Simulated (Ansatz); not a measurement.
Ansatz (a program for electronic structure) input:

Ansatz 0.2 input:
```yaml
crystal:
  periodic: [false, false, false]
  atoms:
    - {symbol: Mn, position_ang: [-0.00000000, -0.00000000, -0.48685276]}
    - {symbol: F, position_ang: [0.00000000, 0.00000000, 1.35236876]}
basis:
  gaussian:
    orbitals: def2-TZVP
hamiltonian:
  xc: {name: SVWN5}
magnetization: {spin_polarized: true, initial_magnetization: 6}
relax: {f_tol: 0.003, max_steps: 100}
```

**Question.** Which total energy does the run end on?

**Answer.** -1247.92319 Eh (SVWN5/def2-TZVP). The basis has 76 functions.

The spin state was set by rule; other spins were not relaxed.
